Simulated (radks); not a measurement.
Spherical jellium clusters: N electrons in a uniform positive sphere of charge N and radius rs N^(1/3), rs = 2.41 bohr. Calculated with a radial shooting solver with Libxc functionals: non-relativistic Kohn-Sham, LDA (Slater exchange, Perdew-Wang correlation), spin-polarised, spherical densities. Levels are named by radial order and angular momentum (1s, 1p, 1d, 2s, ...), and open shells are averaged over m.

N = 35, configuration 1s2 1p6 1d10 2s2 1f14 2p(up 1, down 0). This is the lowest configuration that the search found. Occupied and some empty levels:

level    occupation  eigenvalue (eV)  <r> (bohr)
1s up             1          -10.492       4.324
1s down           1          -10.357       4.399
1p up             3          -8.6176       5.434
1p down           3          -8.5434       5.471
1d up             5          -6.5118       6.198
1d down           5          -6.4647       6.207
2s up             1          -6.0827       5.352
2s down           1          -5.9520       5.308
1f up             7          -4.1871       6.849
1f down           7          -4.1463       6.845
2p up             1          -3.4823       6.373
2p down           0          -3.3522       6.410
1g up             0          -1.7131       7.565
1g down           0          -1.6691       7.558
3s up             0          -1.2519       8.904
3s down           0          -1.1847       9.007
2d up             0          -1.1765       8.372
2d down           0          -1.0986       8.482

Energy (eV): total -37.1204, kinetic 153.69, external -4953.5, Hartree 2422.5, exchange-correlation -196.82, background 2537.1.
